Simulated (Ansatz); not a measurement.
Two structures of BHSF2, closed shell, reached by relaxing down either side of one saddle point (PBE0-D4/def2-TZVP). Energies are electronic, without zero-point energy. Program: Ansatz 0.2.0. Basis: def2-TZVPP and def2-QZVPP. Cores are frozen in the correlated methods. Extrapolation: Hartree–Fock as exp(−7.88 √X), correlation as X^−2.97. First:

```csv
atom,x (Å),y (Å),z (Å)
B1,-0.0620,0.5086,-0.1638
F2,-0.2179,0.9751,1.0600
S3,0.2161,-1.2365,-0.5089
H4,0.1771,-1.6082,0.7804
F5,-0.1133,1.3610,-1.1675
```

Second:

```csv
atom,x (Å),y (Å),z (Å)
B1,0.0470,0.2169,-1.0836
F2,-0.1665,0.1919,1.9194
S3,0.2617,-1.3730,-0.8726
H4,-0.0229,-0.4979,1.3117
F5,-0.1193,1.4622,-1.2748
```

Q: Which bonds change from the first to the second?

A: BHSF₂ ([F][B]([F])[SH]) → BSF + HF; bonds formed: F2–H4; bonds broken: B1–F2, S3–H4.

Q: Give the saddle point's structure and its height above each. (An estimate is asked for; the value comes from the calculation.)

A: By the calculation: 244.3 kJ/mol above the first and 48.7 kJ/mol above the second (CCSD(T) at an estimated basis limit (MP2 extrapolated from triple and quadruple zeta, plus CCSD(T) − MP2 in triple zeta)).
```xyz
5
angstrom
B 0.0016 0.2402 -0.5068
F -0.1384 0.3718 1.1737
S 0.2559 -1.4092 -0.7151
H 0.0184 -0.6359 1.0257
F -0.1375 1.4331 -0.9775
```

No T1 diagnostic of these runs exceeds 0.016.

Labels in which every atom is bracketed show which atoms are joined, not bond orders.

For scale, one of the runs: CCSD(T)/def2-TZVPP, 149 basis functions, launched by `ansatz run in.yaml --threads 2 --pin off --events-out ev --progress --plain --max-ram 4352MiB`. Hardware: 2 CPU threads of an Intel Xeon 6975P-C, shared host. Wall time 7.5 s; peak host memory 1.1 GiB.
